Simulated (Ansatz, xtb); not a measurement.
# C2H5FO2Si: 3 structures ranked

3 gas-phase structures of C2H5FO2Si, from a drawn sample of its isomers (lower ones may exist). Each was relaxed with GFN2-xTB; where two conformers were screened, the lower at r2SCAN-D4/def2-SVP is listed:

A. `CC(=O)O[SiH2]F`, a singlet
B. `C[Si@H](F)OC=O`, a singlet
C. `O=CCO[SiH2]F`, a singlet

Question: Estimate their order in r2SCAN-D4/def2-SVP energy at these geometries, lowest first.

Answer: Calculated order at r2SCAN-D4/def2-SVP: B (0.0), A (23.2), C (152.6) kJ/mol.

Energies above the lowest of each column, in kJ/mol; the last columns are at PBE0-D3(BJ)/def2-SVP geometries:

| structure | GFN2-xTB | HF/STO-3G | r2SCAN-D4/def2-SVP | PBE0-D3(BJ)/def2-SVP | CCSD(T)/def2-SVP + ΔMP2/def2-TZVPP |
| --- | --- | --- | --- | --- | --- |
| B | 69.6 | 0.0 | 0.0 | 0.0 | 0.0 |
| A | 0.0 | 21.2 | 23.2 | 21.4 | 22.8 |
| C | 124.2 | 146.5 | 152.6 | 148.1 | 137.0 |

CCSD(T)/def2-SVP + ΔMP2/def2-TZVPP puts B lowest; GFN2-xTB picks A. Flexible structures stand in one conformer each, not always the lowest. ΔMP2 is the change of the MP2 energy from the smaller to the larger basis.

Programs: Ansatz 0.2.0, xtb 6.7.1.
